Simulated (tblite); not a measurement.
Compound: C₆H₁₅BrSi.
Atom-mapped SMILES: `[CH3:1][CH2:2][Si@H:3]([Br:4])[CH2:5][CH:6]([CH3:7])[CH3:8]` (hydrogens: H9, H10, H11 on C1; H12, H13 on C2; H14 on Si3; H15, H16 on C5; H17 on C6; H18, H19, H20 on C7; H21, H22, H23 on C8)

Computed with GFN2-xTB (tblite), gas phase: L-BFGS steps from a force-field or distance-geometry start until the largest atomic force falls under 0.01 eV/Å.

Step 34: E = -717.2114 eV
```
atom  x, y, z in Å  |  force x, y, z in eV/Å
C1     -3.8611    0.4302    0.1776    0.048   0.001   0.050
C2     -2.6392   -0.4601    0.4053   -0.068   0.004   0.012
Si3    -0.9875    0.4497    0.1323   -0.131  -0.058  -0.025
Br4    -1.0961    1.2896   -1.9412    0.047  -0.015   0.067
C5      0.5413   -0.6724    0.2650    0.065   0.066  -0.030
C6      1.8189   -0.0955   -0.3601    0.082   0.064   0.013
C7      2.3559    1.1040    0.4201   -0.035   0.038   0.009
C8      2.9242   -1.1507   -0.4165   -0.092  -0.001   0.003
H9     -3.9192    0.7559   -0.8597    0.033   0.026   0.051
H10    -3.8120    1.3068    0.8197    0.030   0.085  -0.045
H11    -4.7893   -0.0877    0.4183    0.091  -0.107  -0.043
H12    -2.7103   -1.3321   -0.2486    0.023   0.004  -0.019
H13    -2.6727   -0.8402    1.4272    0.043  -0.011   0.022
H14    -0.8976    1.6168    1.0078   -0.033   0.063  -0.023
H15     0.7304   -0.8815    1.3202   -0.005  -0.046  -0.015
H16     0.3263   -1.6317   -0.2145    0.006   0.012   0.025
H17     1.5878    0.2337   -1.3790    0.030  -0.062  -0.024
H18     1.5576    1.7639    0.7384   -0.098   0.097   0.006
H19     2.8971    0.7724    1.3031   -0.047  -0.017   0.069
H20     3.0406    1.6840   -0.1935    0.032  -0.040  -0.027
H21     3.8331   -0.7200   -0.8353   -0.068  -0.059   0.025
H22     2.6307   -2.0032   -1.0222   -0.012  -0.022  -0.067
H23     3.1364   -1.5051    0.5914    0.059  -0.025  -0.034
```

Step 35: E = -717.2158 eV
```
atom  x, y, z in Å  |  force x, y, z in eV/Å
C1     -3.8529    0.4271    0.1785    0.050  -0.009   0.027
C2     -2.6326   -0.4682    0.4062   -0.097   0.045   0.000
Si3    -0.9858    0.4529    0.1322   -0.168  -0.086   0.023
Br4    -1.0990    1.2929   -1.9389    0.046  -0.013   0.039
C5      0.5406   -0.6699    0.2661    0.026   0.067  -0.020
C6      1.8143   -0.0908   -0.3611    0.072   0.043   0.013
C7      2.3549    1.1049    0.4215   -0.037   0.025   0.004
C8      2.9138   -1.1487   -0.4178   -0.039  -0.015   0.000
H9     -3.9090    0.7546   -0.8603    0.020  -0.011   0.104
H10    -3.7970    1.3066    0.8178    0.007   0.037  -0.050
H11    -4.7824   -0.0904    0.4215    0.125  -0.055  -0.060
H12    -2.7029   -1.3384   -0.2522    0.025   0.039   0.007
H13    -2.6715   -0.8516    1.4276    0.066   0.006  -0.013
H14    -0.8983    1.6273    0.9989   -0.037   0.044  -0.015
H15     0.7338   -0.8810    1.3203   -0.016  -0.037  -0.018
H16     0.3216   -1.6290   -0.2132    0.024   0.026   0.026
H17     1.5813    0.2392   -1.3789    0.035  -0.051  -0.031
H18     1.5589    1.7737    0.7282   -0.071   0.100  -0.004
H19     2.8812    0.7679    1.3115   -0.052  -0.007   0.071
H20     3.0561    1.6717   -0.1861    0.011  -0.026  -0.017
H21     3.8232   -0.7237   -0.8373   -0.024  -0.037  -0.014
H22     2.6179   -2.0029   -1.0193   -0.020  -0.030  -0.069
H23     3.1291   -1.4972    0.5906    0.052  -0.056  -0.002
```

Step 36: E = -717.2200 eV
```
atom  x, y, z in Å  |  force x, y, z in eV/Å
C1     -3.8454    0.4249    0.1800    0.035  -0.007   0.004
C2     -2.6288   -0.4744    0.4078   -0.079   0.059  -0.004
Si3    -0.9867    0.4538    0.1332   -0.132  -0.074   0.073
Br4    -1.0979    1.2959   -1.9348    0.040  -0.012   0.002
C5      0.5411   -0.6671    0.2669   -0.028   0.051  -0.001
C6      1.8118   -0.0862   -0.3615    0.026   0.007   0.009
C7      2.3528    1.1071    0.4230   -0.033   0.014   0.007
C8      2.9047   -1.1480   -0.4189    0.024  -0.033  -0.003
H9     -3.8998    0.7549   -0.8589    0.010  -0.041   0.114
H10    -3.7855    1.3079    0.8154   -0.013  -0.007  -0.034
H11    -4.7740   -0.0952    0.4226    0.118  -0.006  -0.061
H12    -2.6974   -1.3430   -0.2541    0.019   0.059   0.021
H13    -2.6709   -0.8609    1.4285    0.077   0.018  -0.033
H14    -0.9009    1.6384    0.9889   -0.042   0.005  -0.011
H15     0.7381   -0.8831    1.3196   -0.028  -0.016  -0.020
H16     0.3188   -1.6263   -0.2122    0.038   0.042   0.017
H17     1.5776    0.2416   -1.3795    0.038  -0.029  -0.034
H18     1.5573    1.7828    0.7195   -0.024   0.084  -0.022
H19     2.8667    0.7656    1.3194   -0.063   0.012   0.059
H20     3.0675    1.6620   -0.1804   -0.008  -0.007   0.003
H21     3.8148   -0.7282   -0.8383    0.022  -0.013  -0.054
H22     2.6068   -2.0025   -1.0193   -0.028  -0.024  -0.055
H23     3.1246   -1.4930    0.5889    0.034  -0.082   0.023
```

Task: Estimate the geometry and energy of step 37. (The exact step hangs on the optimiser's Hessian estimate; all steps are aligned on step 36, rigid shifts and turns removed.)

Result: E = -717.2235 eV, largest force 0.106 eV/Å
```
atom  x, y, z in Å  |  force x, y, z in eV/Å
C1     -3.8424    0.4230    0.1822    0.000   0.003  -0.010
C2     -2.6287   -0.4774    0.4074   -0.028   0.039   0.002
Si3    -0.9906    0.4535    0.1344   -0.044  -0.029   0.092
Br4    -1.0946    1.2998   -1.9312    0.030  -0.015  -0.025
C5      0.5418   -0.6627    0.2676   -0.062   0.022   0.017
C6      1.8122   -0.0825   -0.3610   -0.021  -0.023   0.002
C7      2.3530    1.1092    0.4252   -0.016   0.023   0.015
C8      2.8994   -1.1489   -0.4199    0.071  -0.049  -0.006
H9     -3.9004    0.7529   -0.8560    0.009  -0.057   0.087
H10    -3.7804    1.3100    0.8119   -0.025  -0.034  -0.005
H11    -4.7669   -0.1021    0.4276    0.082   0.031  -0.053
H12    -2.6953   -1.3437   -0.2576    0.009   0.059   0.019
H13    -2.6701   -0.8685    1.4264    0.074   0.024  -0.031
H14    -0.9057    1.6474    0.9799   -0.047  -0.032  -0.006
H15     0.7416   -0.8832    1.3190   -0.038   0.008  -0.014
H16     0.3190   -1.6229   -0.2100    0.039   0.049   0.002
H17     1.5786    0.2423   -1.3800    0.036  -0.005  -0.027
H18     1.5571    1.7927    0.7107    0.043   0.043  -0.044
H19     2.8545    0.7637    1.3291   -0.087   0.045   0.016
H20     3.0808    1.6533   -0.1749   -0.046  -0.008   0.045
H21     3.8094   -0.7337   -0.8433    0.035  -0.005  -0.069
H22     2.5967   -2.0039   -1.0192   -0.024   0.003  -0.023
H23     3.1262   -1.4915    0.5875    0.011  -0.091   0.016
```

The energy changes by -0.0035 eV. The first-order estimate −F·Δx gives -0.0050 eV and the mean of the old and new forces, exact on a quadratic surface, -0.0035 eV. The step makes an angle of 70° with the force vector and moves no atom by more than 0.017 Å.

The cost below is that of the whole relaxation. Hardware: Arm Neoverse N1, one thread, on a shared host. Cost: 2.0 s.
